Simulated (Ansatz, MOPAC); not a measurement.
System: CH3Cd, net charge 1, singlet state. SMILES: [CH3][Cd+]

Atoms: Cd1, C2, H3, H4, H5. Bonds: Cd1-C2, C2-H3, C2-H4, C2-H5.

Bond lengths (Å) and angles (degrees) optimised at PM6 with MOPAC; PM7 with MOPAC; HF/3-21G with Ansatz (a first-principles code); B3LYP/6-31G* with LANL2DZ past Ar with Ansatz, each started from the B3LYP-D3(BJ)/def2-TZVP structure (Ansatz) of the last column. A row stands for all coordinates that are equal there. 6-31G* holds six Cartesian d functions.

```tsv
coordinate	PM6	PM7	HF/3-21G	B3LYP/6-31G* with LANL2DZ past Ar	B3LYP-D3(BJ)/def2-TZVP
Cd1-C2	2.285	1.973	2.243	2.238	2.201
C2-H3	1.087	1.121	1.079	1.089	1.085
Cd1-C2-H3	108.6	103.0	106.2	103.4	102.8
H3-C2-H4	110.4	115.1	112.6	114.8	115.3
```

Mean signed difference of all 4 bond lengths from B3LYP-D3(BJ)/def2-TZVP: PM6 0.023 Å, PM7 -0.029 Å, HF/3-21G 0.006 Å, B3LYP/6-31G* with LANL2DZ past Ar 0.012 Å.
